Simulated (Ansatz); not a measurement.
Diatomic N₂-, multiplicity 2 (lowest of 2S+1 = 2, 4 at CCSD(T)/def2-TZVPP on PBE0 minima; our sources give no spin for the ground state, which may be another).

Seven points along R, fitted to fifth degree in 1/R; most abundant isotopes. Runs in def2 and cc sets follow the lowest solution found near the PBE0 minimum.

Frozen-core correlation.

The values were computed with Ansatz (Gaussian basis) for Hartree–Fock, density functionals and correlated methods. Each number belongs to the level named beside it.

Energies at CCSD/aug-cc-pVTZ:

| R (Å) | E (hartree) |
|---|---|
| 1.099473 | -109.27342721 |
| 1.129029 | -109.28057939 |
| 1.156220 | -109.28391571 |
| 1.186958 | -109.28451359 |
| 1.217696 | -109.28228422 |
| 1.253163 | -109.27684698 |
| 1.294541 | -109.26746180 |

Question: With a reduced mass of 7.0015 u, find the minimum, the force constant and the constants.

Answer: A fifth-degree polynomial in 1/R puts the minimum at r_e = 1.1774 Å with force constant 1380 N/m. Then ω_e = (1/2πc)√(k/μ) = 1829 cm⁻¹ and B_e = h/(8π²cμr_e²) = 1.737 cm⁻¹; the cubic and quartic terms give α_e = 0.013 and ω_e x_e = 11 cm⁻¹.

Ansatz is a program for electronic structure.
